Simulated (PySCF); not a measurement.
This script is equivalent to a calculation on Te³⁺ (tellurium, charge +3).

```python
from pyscf import gto, scf, dft, mp, cc
import basis_set_exchange as bse
txt = bse.get_basis("aug-cc-pwCVDZ-PP", elements=["Te"], fmt="nwchem", header=False)
cut = txt.index("\nECP")
mol = gto.M(atom="Te 0 0 0", charge=3, spin=1, symmetry="D2h",
            basis=gto.basis.parse(txt[:cut]),
            ecp={"Te": gto.basis.parse_ecp(txt[cut:])})
mf = dft.UKS(mol, xc="LDA,VWN")
mf.irrep_nelec = {'Ag': (4, 4), 'B1g': (1, 1), 'B2g': (1, 1), 'B3g': (1, 1), 'B1u': (1, 1), 'B2u': (2, 1), 'B3u': (1, 1)}
mf.kernel()
```

(1) What total energy does it give?

(2) Which occupied shell lies highest, and where?

(3) What is ⟨S²⟩, and what would a pure spin state give?

Energies and moments cover only the electrons outside the core potential.

## Answers

(1) -265.537 hartree (calculated).

(2) 5p α, at -32.140 eV.

(3) 0.751, against 0.75.
